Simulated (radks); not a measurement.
Problem. Species: I3.5+. Configuration: [Kr] 4d10 5s2 5p1.5 (fractional occupations, a model configuration). All-electron calculation, Dirac Kohn-Sham, BLYP, spin-unpolarised, spherical densities, point nucleus; open shells are shared between the two j in proportion to 2j + 1. Program: a radial shooting solver on a logarithmic mesh with Libxc functionals. Some entries of the table are withheld. Estimate them.

orbital  occ.  eigenvalue (eV)  <r^2> (bohr^2)
1s1/2       2        -33005.02             (1)
2s1/2       2        -5130.560         0.01613
2p1/2       2        -4816.462         0.01193
2p3/2       4        -4517.569         0.01321
3s1/2       2        -1066.204          0.1127
3p1/2       2        -936.3362          0.1074
3p3/2       4        -880.0979          0.1155
3d3/2       4        -651.1916         0.09722
3d5/2       6        -639.3631         0.09957
4s1/2       2        -218.6818          0.6176
4p1/2       2        -173.3314          0.6787
4p3/2       4        -162.3232          0.7288
4d3/2       4         -89.3354             (2)
4d5/2       6         -87.5987             (3)
5s1/2       2         -51.8580           3.659
5p1/2     0.5         -40.4427           4.633
5p3/2       1         -38.9088           4.939

Solution. 
(1) 1s1/2 <r^2> (bohr^2): 0.001005
(2) 4d3/2 <r^2> (bohr^2): 0.9633
(3) 4d5/2 <r^2> (bohr^2): 0.9866
